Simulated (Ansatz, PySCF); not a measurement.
Molecule: fluoro(dimethyl)silane, C2H7FSi, charge 0, multiplicity 1. 
Structure (B3LYP-D3(BJ)/def2-TZVP (Ansatz, a first-principles code) minimum search):
```xyz
11

Si    -0.0665     0.0739    -0.3508
C      1.3909    -1.0582    -0.1080
C     -1.5777    -0.4994     0.5724
F      0.3354     1.5377     0.2005
H     -0.3667     0.2357    -1.7933
H      1.1723    -2.0532    -0.5039
H      2.2745    -0.6785    -0.6245
H      1.6353    -1.1633     0.9512
H     -2.4046     0.2022     0.4480
H     -1.9054    -1.4740     0.2016
H     -1.3726    -0.5972     1.6407
```

PBE beside other levels, property by property. Valence correlation only, unless marked. Open shells are spin-unrestricted. No spin-orbit coupling. Non-relativistic. CBS marks a two-point X^-3 extrapolation of the correlation energy; Hartree-Fock from the larger set. [CCSD(T)-MP2]/basis is that difference in the basis named. Rows marked 298 K are enthalpies with B3LYP-D3(BJ) harmonic zero-point and thermal terms from PySCF. Atomisation energies are electronic, to ground-state atoms; the column to compare with has the core term from cc-pwCVTZ added, other frozen-core levels have none. The coupled-cluster column (Ansatz) is a level with limits of its own: (a) RI-MP2/CBS(aug-cc-pV(T+d)Z,aug-cc-pV(Q+d)Z)+[CCSD(T)-MP2]/aug-cc-pV(T+d)Z; (b) RI-MP2/CBS(cc-pV(T+d)Z,cc-pV(Q+d)Z)+[CCSD(T)-MP2]/cc-pV(T+d)Z.

```csv
property,PBE/def2-TZVPD (Ansatz),r2SCAN/def2-TZVPD (Ansatz),RPA@PBE/cc-pV(Q+d)Z (Ansatz),CCSD(T)/cc-pV(T+d)Z (Ansatz),coupled cluster
atomisation energy (kcal/mol),994.1,992.8,943.6,972.1,999.2 (a)
"F-Si bond dissociation enthalpy, 298 K, to C[SiH]C + F atom (kcal/mol)",154.3,153.2,146.7,153.8,159.6 (a)
"H-Si bond dissociation enthalpy, 298 K, to C[Si](C)F + H atom (kcal/mol)",88.3,90.5,93.9,95.1,96.8 (b)
```

As the rows show:
- atomisation energy: PBE lies 5.1 kcal/mol below coupled cluster.
- F-Si bond dissociation enthalpy, 298 K, to C[SiH]C + F atom: PBE lies 5.3 kcal/mol below coupled cluster.
- H-Si bond dissociation enthalpy, 298 K, to C[Si](C)F + H atom: PBE lies 8.5 kcal/mol below coupled cluster.
